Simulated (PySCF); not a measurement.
CH6O3Si. Atoms are numbered in the order given.

```xyz
11

C      0.0000     0.0000    -1.8449
Si     0.0000     0.0000     0.0070
O     -1.5445    -0.2427     0.5848
O      0.5621     1.4589     0.5848
O      0.9824    -1.2162     0.5848
H     -0.7771     0.6765    -2.2339
H      0.9744     0.3347    -2.2339
H     -0.1974    -1.0112    -2.2339
H     -1.6351    -0.9694     1.2121
H     -0.0220     1.9007     1.2121
H      1.6570    -0.9313     1.2121
```
Charge 0, spin multiplicity 1.

The structure is a stationary point at B3LYP-D3(BJ)/def2-SVP. The geometry has at least one imaginary mode, so it is a saddle point at that level. The values are those of a single conformer.

Level of theory: B3LYP-D3(BJ)/def2-SVP in PySCF.

Frequencies are harmonic and unscaled.

Modes within 1.5 cm⁻¹ of each other (mostly degenerate sets) share a row, with their intensities summed.

| mode | ν (cm⁻¹) | IR (km/mol) | moving atoms (share of kinetic energy) |
|---|---|---|---|
| 1–2 | 36i | 132.5 | H 59 %, O 37 % |
| 3 | 141 | 0.6 | H 98 % |
| 4–5 | 240 | 23.7 | H 50 %, O 29 %, C 16 % |
| 6–8 | 303 | 217.2 | O 54 %, H 28 %, Si 16 % |
| 9 | 346 | 29.4 | O 41 %, H 26 %, Si 20 %, C 13 % |
| 10 | 677 | 10.8 | C 41 %, O 30 %, H 22 % |
| 11–12 | 764 | 140.1 | H 69 %, O 18 %, C 13 % |
| 13 | 771 | 71.4 | O 49 %, H 45 % |
| 14–15 | 817 | 256.6 | H 70 %, O 20 %, C 8 % |
| 16 | 903 | 110.7 | H 39 %, Si 39 %, O 19 % |
| 17–18 | 950 | 493.2 | Si 46 %, O 34 %, H 18 % |
| 19 | 1285 | 39.5 | H 76 %, C 23 % |
| 20–21 | 1430 | 4.6 | H 96 % |
| 22 | 3038 | 1.2 | H 97 % |
| 23–24 | 3131 | 10.8 | H 91 %, C 9 % |
| 25–26 | 3878 | 161.7 | H 94 % |
| 27 | 3880 | 110.7 | H 94 % |
